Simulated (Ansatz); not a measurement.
Program: Ansatz. Geometries: PBE0-D4/def2-TZVP. ΔE: electronic, gas phase. CBS: MP2 limit from def2 TZ/QZ plus the TZ coupled-cluster correction, frozen cores. This one scheme is used for every species. Functionals use def2-TZVPP. B3LYP here is the variant with VWN-RPA as its local correlation; programs differ in this. HSE06 is defined as in plane-wave codes. def2 core potentials past Kr. For Br, Hf outer-core shells are correlated without core-valence functions, which leaves a few kJ/mol of doubt a bond. Scalar relativity is left out up to krypton. Each species was taken in one conformer, which may not be the lowest.

`[F][Hf]([Cl])([Cl])[Br]` + H₂O → `[OH][Hf]([F])([Cl])[Br]` + HCl  (formal hydrolysis of the Hf–Cl bond)

`[F][Hf]([Cl])([Cl])[Br]`:

```xyz
5

F     0.393    0.197    1.914
Hf    0.022    0.033    0.078
Cl   -1.710    1.482   -0.464
Cl    1.929    0.597   -1.121
Br   -0.635   -2.309   -0.407
```

H₂O:

Z-matrix (Å, degrees):
```
O
H 1 0.960
H 1 0.960 2 105.1
```

`[OH][Hf]([F])([Cl])[Br]`:

```xyz
6

O     1.010    0.113   -1.068
Hf   -0.217   -0.025    0.357
F     0.633    0.548    1.949
Cl   -0.878   -2.257    0.615
Br   -2.200    1.435   -0.086
H     1.652    0.185   -1.768
```

HCl:

Z-matrix (Å, degrees):
```
Cl
H 1 1.279
```

```csv
level,ΔE (kJ/mol),difference from CCSD(T)/CBS
LDA (SPW92),14.4,-6.8
PBE-D4,20.8,-0.4
revPBE-D4,21.4,0.2
BLYP-D4,15.6,-5.6
r2SCAN-D4,20.1,-1.1
B97M-V,21.6,0.4
PBE0-D4,22.3,1.1
B3LYP-D4,16.8,-4.4
r2SCANh-D4,20.7,-0.5
ωB97X-V,13.3,-7.9
ωB97M-V,15.5,-5.7
B2PLYP,16.2,-5.0
PBE-QIDH,21.6,0.4
PBE,19.5,-1.7
BLYP,13.3,-7.9
r2SCAN,19.9,-1.3
PBE0,21.0,-0.2
B3LYP,14.6,-6.6
r2SCANh,20.4,-0.8
r2SCAN0,21.0,-0.2
HSE06,21.6,0.4
BHLYP,15.1,-6.1
CAM-B3LYP,8.3,-12.9
LC-ωPBE,9.1,-12.1
RPA@PBE/def2-TZVPP,15.7,-5.5
HF/def2-SVP,9.1,-12.1
MP2/def2-SVP,2.0,-19.2
CCSD/def2-SVP,0.2,-21.0
CCSD(T)/def2-SVP,1.9,-19.3
HF/def2-TZVPP,16.2,-5.0
MP2/def2-TZVPP,20.1,-1.1
SCS-MP2/def2-TZVPP,16.1,-5.1
CCSD/def2-TZVPP,14.6,-6.6
CCSD(T)/def2-TZVPP,16.6,-4.6
HF/def2-QZVPP,16.9,-4.3
MP2/def2-QZVPP,22.9,1.7
SCS-MP2/def2-QZVPP,19.0,-2.2
HF/CBS(def2),17.0,-4.2
MP2/CBS(def2),24.6,3.4
CCSD/CBS(def2),19.1,-2.1
CCSD(T)/CBS,21.2,0
```

Largest T1 diagnostic among the species: 0.014.

Leaving LDA and LC-ωPBE aside and taking each functional with its dispersion term where it has one, the values, not all of them listed here, spread over 13.1 kJ/mol, from CAM-B3LYP-D4 to HSE06-D4. LDA lies −5.1 kJ/mol from PBE without D4. At CCSD(T), def2-SVP lies −19.3 kJ/mol from the extrapolated value and def2-TZVPP −4.6 kJ/mol.

CCSD(T)/CBS has its own doubt, a few kJ/mol and more with outer-core shells, so smaller differences from it don't rank the levels.
